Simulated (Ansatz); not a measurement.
```xyz
12

C    -0.390   -2.126   -0.440
Y     0.341   -0.021    0.345
C     0.707    1.644   -1.292
N    -0.289    0.604    2.284
H    -0.456   -2.160   -1.537
H    -1.389   -2.385   -0.062
H     0.261   -2.963   -0.148
H     1.211    1.262   -2.191
H     1.287    2.513   -0.953
H    -0.256    2.048   -1.641
H    -0.742    0.033    2.989
H    -0.284    1.551    2.645
```

The species carries charge 0 and has multiplicity 1. Y takes the def2 core potential.

Question: List the PBE/def2-TZVPP orbital energies in eV (Ansatz 0.2.0). (Estimate.)

Answer: Ansatz gave: Occupied: -379.19, -267.27, -267.26, -47.14, -26.91, -26.54, -26.43, -19.53, -15.59, -15.52, -10.92, -8.72, -8.64, -8.62, -8.56, -7.94, -5.62, -5.41, -4.97. Lowest empty: -2.27, -1.10, -0.69, -0.28, -0.20, -0.06, 0.12, 0.52.
